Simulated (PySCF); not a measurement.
Vibration and rotation of InS⁻

RHF-CCSD(T) constants of InS⁻, ¹Σ⁺ (singlet), closed shell (basis In def2-SVPD with ECP28, S def2-SVPD; scalar-relativistic core potentials; PySCF 2.14; masses 114.9039 and 31.9721 u):

* ωe: 368.1 cm⁻¹
* ωexe: 1.06 cm⁻¹
* Be: 0.11894 cm⁻¹
* αe: 0.000485 cm⁻¹
* D (centrifugal): 4.97e-08 cm⁻¹

Give the band origin of the fundamental and the first lines of its P and R branches.

ν0 = ωe − 2ωexe = 366.0 cm⁻¹, B0 = 0.11870, B1 = 0.11821 cm⁻¹.

```csv
J″,P(J″) − ν0,R(J″) − ν0
0,,0.236
1,-0.237,0.472
2,-0.476,0.706
3,-0.715,0.940
4,-0.955,1.172
5,-1.197,1.404
6,-1.439,1.635
```

Near which J would the R branch turn back, without centrifugal distortion?

At J ≈ (B0 + B1)/(2(B0 − B1)) − 1 ≈ 240.

Correlated steps freeze 9 core orbitals. Spin–orbit coupling is left out, which matters for elements this heavy, above all for dissociation energies. The CCSD T1 diagnostic is raised, a sign that a single reference may not be enough here.
